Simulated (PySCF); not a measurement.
# Frontier orbitals and the lowest excitations

C₄H₈OSSi.
Z-matrix (Å and degrees, GFN2-xTB geometry), rows numbered from 1:
```
C 
C   1  1.3246
Si  2  1.8737  1  124.91
O   3  1.6305  2  109.38  1     6.63
C   4  1.3989  3  117.48  2  -134.81
C   5  1.5215  4  110.28  3    38.55
S   6  1.8243  5  108.53  4   -44.50
H   1  1.0793  2  122.52  3  -179.83
H   1  1.0778  2  121.33  3    -0.28
H   2  1.0815  1  119.27  3   179.77
H   3  1.4572  2  114.97  1   133.15
H   5  1.0943  4  107.83  3   159.42
H   5  1.0962  4  109.22  3   -82.30
H   6  1.0872  5  111.73  4  -163.67
H   6  1.0899  5  110.93  4    73.47
```

Method: TDDFT wB97X-D/def2-SVPD, vertical, gas phase, core orbitals frozen in the response (PySCF).

Frontier orbitals with the atoms that hold most of them (Löwdin shares over 4%, at most four atoms; ? is withheld):

| orbital | ε (eV) | atoms |
| --- | --- | --- |
| LUMO+2 | 2.27 | S7 29%, Si3 18%, C1 9%, C2 7% |
| LUMO+1 | 1.75 | S7 37%, Si3 17%, C6 9%, H11 6% |
| LUMO | 1.04 | ? |
| HOMO | ? | S7 70%, C6 10%, Si3 7% |
| HOMO-1 | -9.90 | ? |
| HOMO-2 | -10.22 | O4 45%, C5 11%, Si3 10%, C2 9% |
| HOMO-3 | -10.60 | S7 38%, C2 17%, C1 13%, Si3 10% |

Question: Which atoms hold the LUMO, and with what shares?

Answer: C1 (bonded to C and 2 H) 32%; C2 (bonded to C, Si and H) 28%; Si3 (bonded to C, O, S and H) 14%; S7 (bonded to C and Si) 8%. By element: carbon 60% or more, silicon 14%, sulfur 8%.

Question: Give the leading atoms of the HOMO-1.

Answer: C2 (bonded to C, Si and H) 26%; C1 (bonded to C and 2 H) 26%; S7 (bonded to C and Si) 23%; Si3 (bonded to C, O, S and H) 9%. By element: carbon 51% or more, sulfur 23%, silicon 9%.

Question: What is the HOMO energy, and the HOMO–LUMO gap?

Answer: ε(HOMO) = -8.58 eV; the gap is 9.62 eV (0.3536 hartree).

Question: The HOMO–LUMO gap is 9.62 eV. Where does the response calculation put the lowest singlet, and from which orbitals?

Answer: S1 is at 5.52 eV (f = 0.018), 4.10 eV below the gap, made of HOMO→LUMO (63%), HOMO→LUMO+1 (26%). Without the coupling terms of the response equations the lowest excitation would equal the gap.

Next come S2 at 5.64 eV (f 0.012), HOMO→LUMO+1 (52%), HOMO→LUMO (27%); S3 at 6.66 eV (f 0.0044), HOMO-2→LUMO (50%), HOMO→LUMO+3 (13%), HOMO-5→LUMO (10%); S4 at 6.74 eV (f 0.044), HOMO→LUMO+2 (55%), HOMO→LUMO+1 (10%), HOMO-2→LUMO (9%); S5 at 6.93 eV (f 0.231), HOMO-1→LUMO (69%), HOMO→LUMO+3 (9%).

Löwdin shares depend on the basis, the more so with diffuse functions.

Hardware: one thread, Arm Neoverse N1 (aarch64), shared host with 64 logical CPUs at a one-minute load of 57. Cost: 83 s, 0.90 GiB resident at most.

One conformer stands for the species.
